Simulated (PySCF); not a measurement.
C5H7N, SMILES C#C/C=N/CC.

The structure is a stationary point at B3LYP-D3(BJ)/def2-SVP. The structure was generated by enumeration; whether it is a known compound was not checked. One conformer was computed; it need not be the lowest.

Computed with B3LYP-D3(BJ)/def2-SVP (PySCF 2.14.0).

Frequencies are harmonic and unscaled.

Computed normal modes with their intensities:
| mode | ν (cm⁻¹) | IR (km/mol) | Raman (Å⁴/amu) | depolarisation | moving atoms (share of kinetic energy) |
|---|---|---|---|---|---|
| 1 | 94 | 6.5 | 2.3 | 0.73 | C 40 %, N 38 %, H 22 % |
| 2 | 140 | 1.3 | 5.9 | 0.75 | C 68 %, H 25 % |
| 3 | 168 | 2.4 | 4.6 | 0.74 | C 53 %, H 42 % |
| 4 | 252 | 1.3 | 2.6 | 0.63 | H 76 %, C 21 % |
| 5 | 363 | 11.4 | 3.9 | 0.73 | C 54 %, H 29 %, N 17 % |
| 6 | 423 | 5.9 | 4.1 | 0.30 | C 52 %, H 29 %, N 19 % |
| 7 | 493 | 1.6 | 7.2 | 0.59 | C 70 %, H 16 %, N 14 % |
| 8 | 586 | 3.9 | 3.5 | 0.70 | C 74 %, H 14 %, N 12 % |
| 9 | 703 | 37.0 | 1.4 | 0.74 | H 77 %, C 23 % |
| 10 | 711 | 31.7 | 6.3 | 0.75 | H 75 %, C 25 % |
| 11 | 817 | 2.1 | 1.4 | 0.50 | H 89 %, C 10 % |
| 12 | 918 | 4.8 | 3.2 | 0.65 | H 43 %, C 36 %, N 21 % |
| 13 | 970 | 3.1 | 8.3 | 0.58 | H 63 %, C 33 % |
| 14 | 1015 | 25.7 | 10.4 | 0.29 | C 72 %, H 23 % |
| 15 | 1080 | 3.5 | 6.0 | 0.23 | C 62 %, H 28 %, N 10 % |
| 16 | 1121 | 10.5 | 0.4 | 0.25 | H 45 %, C 41 %, N 14 % |
| 17 | 1171 | 17.8 | 2.0 | 0.49 | H 52 %, C 38 %, N 10 % |
| 18 | 1278 | 0.3 | 27.8 | 0.52 | H 89 %, C 10 % |
| 19 | 1354 | 29.3 | 12.1 | 0.55 | H 78 %, C 18 % |
| 20 | 1381 | 10.5 | 5.6 | 0.51 | H 75 %, C 19 % |
| 21 | 1397 | 13.3 | 15.2 | 0.27 | H 71 %, C 26 % |
| 22 | 1459 | 10.0 | 25.1 | 0.73 | H 96 % |
| 23 | 1464 | 7.5 | 29.6 | 0.75 | H 95 % |
| 24 | 1485 | 4.8 | 4.3 | 0.53 | H 92 % |
| 25 | 1725 | 58.8 | 245.0 | 0.29 | C 54 %, N 42 % |
| 26 | 2218 | 11.6 | 442.4 | 0.29 | C 91 %, H 9 % |
| 27 | 2952 | 64.3 | 111.6 | 0.11 | H 94 % |
| 28 | 2981 | 46.5 | 104.9 | 0.26 | H 92 % |
| 29 | 3036 | 22.8 | 170.7 | 0.02 | H 97 % |
| 30 | 3044 | 17.6 | 154.8 | 0.47 | H 91 %, C 9 % |
| 31 | 3121 | 24.4 | 94.9 | 0.60 | H 90 %, C 10 % |
| 32 | 3130 | 18.0 | 83.2 | 0.74 | H 90 %, C 10 % |
| 33 | 3469 | 74.5 | 31.9 | 0.22 | H 86 %, C 14 % |
